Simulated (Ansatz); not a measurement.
System: trichloro(methoxy)germane, CH₃Cl₃GeO (charge 0, singlet). 
Structure (B3LYP-D3(BJ)/def2-TZVP (Ansatz, a quantum-chemistry and plane-wave program) minimum search):
SMILES: [Cl][Ge]([Cl])([Cl])[O]C
```xyz
9

C     -2.6735    -0.3731    -0.1316
O     -1.4006    -0.9317    -0.4732
Ge     0.0713    -0.0821    -0.0470
Cl     0.1979     0.1853     2.0777
Cl     1.6871    -1.2736    -0.7456
Cl     0.1145     1.8563    -0.9652
H     -2.7805    -0.2623     0.9500
H     -3.4254    -1.0718    -0.4946
H     -2.8233     0.5960    -0.6130
```
Charge 0, spin multiplicity 1.

Basis-set convergence of Hartree-Fock and CCSD(T) correlation energies (hartree) with Ansatz. Cores are frozen in the correlated levels unless marked. Spin-orbit coupling is left out. The frozen core is the preceding noble-gas configuration, with the filled d and f shells of earlier blocks. No relativistic terms.

```csv
basis,functions,E(HF),"E(corr, CCSD(T))"
def2-SVPD,186,-3567.73497,-0.95268
def2-TZVPPD,335,-3568.59111,-1.19935
def2-QZVPPD,560,-3568.67407,-1.28883
```

Extrapolating the two largest sets (X = 3 and 4) as X^-3: E(corr) = (64·(-1.28883) - 27·(-1.19935))/37 = -1.3541 Eh, an estimate of the basis-set limit. The largest set recovers 95.2 % of it, the smallest 70.4 %.
